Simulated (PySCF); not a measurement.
Relaxed structures of Si2H3OF, closed shell (PBE0-D4/def2-TZVP; forces vanish, vibrations not checked; lower isomers may exist, and structures with a doubtful reference or unclear bonds are left out; Å). Program: PySCF 2.14 with density fitting (its default auxiliary sets; JK sets also for MP2 and CCSD(T)). Basis: def2-TZVPP. Cores are frozen in the correlated methods.

Rank them by CCSD(T) energy, lowest first, and give each one's height above the lowest. Links in brackets join atoms within 1.22 times the sum of their covalent radii (1.1 for two metals). (An estimate is asked for; the value comes from the calculation.)
A.
Si₂H₃OF ([O][SiH][SiH2][F])
```
7
angstrom
F 1.6575 0.3872 -1.1950
Si -1.1411 -0.8082 -0.0132
O -2.1703 -0.7707 1.1068
Si 0.6972 0.6682 0.0572
H -1.2294 -1.7408 -1.1775
H 1.4631 0.4473 1.3066
H 0.2134 2.0675 -0.0175
```
B.
Si₂H₃OF ([F][SiH2][O][SiH])
```
7
angstrom
F -0.9287 -2.6068 0.3657
Si -0.7580 -1.1633 -0.2766
O 0.3386 -0.3450 0.6263
Si 0.9763 1.1804 0.6588
H -0.2498 -1.3353 -1.6536
H -2.0687 -0.4825 -0.2222
H 0.1785 1.7533 -0.5421
```
C.
a complex of Si₂H₂O ([O]1[Si][SiH2]1) + HF
```
7
angstrom
F -1.6174 -1.2706 -1.7780
Si -0.0539 -0.9204 1.8894
O -0.2684 -0.4346 0.2998
Si 0.8086 0.8539 0.7577
H -1.1239 -0.9580 -1.0426
H 2.0301 0.7928 -0.0805
H 0.1149 2.1538 0.5894
```
D.
Si₂H₃OF ([F][SiH]1[O][SiH2]1)
```
7
angstrom
F -1.0037 -1.9373 0.8471
Si -0.5834 -0.8738 -0.2581
O 1.0290 -0.4572 -0.2320
Si 0.3458 1.0490 0.2072
H -1.0733 -1.4091 -1.5451
H 0.6954 1.4851 1.5804
H 0.6163 2.1373 -0.7644
```

Computed: B (0.00 kcal/mol), D (7.92 kcal/mol), A (31.90 kcal/mol), C (59.67 kcal/mol). Heights count from the lowest.

T1 diagnostic: at most 0.019. The restricted Hartree–Fock reference is unstable towards an unrestricted one at one or more of these structures.

For scale, one of the runs: CCSD(T)/def2-TZVPP, 188 basis functions, launched by `OMP_NUM_THREADS=2 python run.py`. Time: 4.4 min of wall clock on 2 CPU threads of an AMD EPYC 7B13; the host was shared. Peak host memory: 2 GiB.
